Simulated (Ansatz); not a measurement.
A calculation with Ansatz (development build ahead of 0.2.0).

```yaml
crystal:
  periodic: [false, false, false]
  atoms:
    - { symbol: Be, position_ang: [0.0, 0.0, 0.0] }
    - { symbol: O, position_ang: [0.0, 0.0, 1.4641] }
basis:
  gaussian: { orbitals: def2-SVP }
total_charge: 1
magnetization:
  initial_magnetization: 1
hamiltonian:
  xc: hf
correlation:
  method: mp2
  frozen_orbitals: { Be: 0, O: 1 }
scf:
  omitted_lower_state_checks: [starts, atomic_configurations, cluster_reference, orbital_swaps, given_window_search, neighbouring_geometries, increment]
```

The input is written out in the form of the current development build from the run's settings. Correlation on restricted open-shell orbitals is semicanonical, with singles.

Output:

```
Converged                                                          : yes
Reference energy                                                   : -89.03193 hartree
Correlation energy                                                 : -0.16220 hartree
Total energy                                                       : -89.19413 hartree
Spin squared of the determinant                                    : 0.750
Stability test                                                     : minimum among restricted orbitals
Occupied orbitals by symmetry in an Abelian subgroup (alpha; beta) : 4 A1 1 B1 1 B2; 4 A1 1 B1
```

Messages of the program:
```
mean field -2422.68227245 eV, -89.0319313594 hartree, gradient 1.5e-6 eV, S^2 0.750000; 0 other ends of a descent, 0 dependent functions left out
```
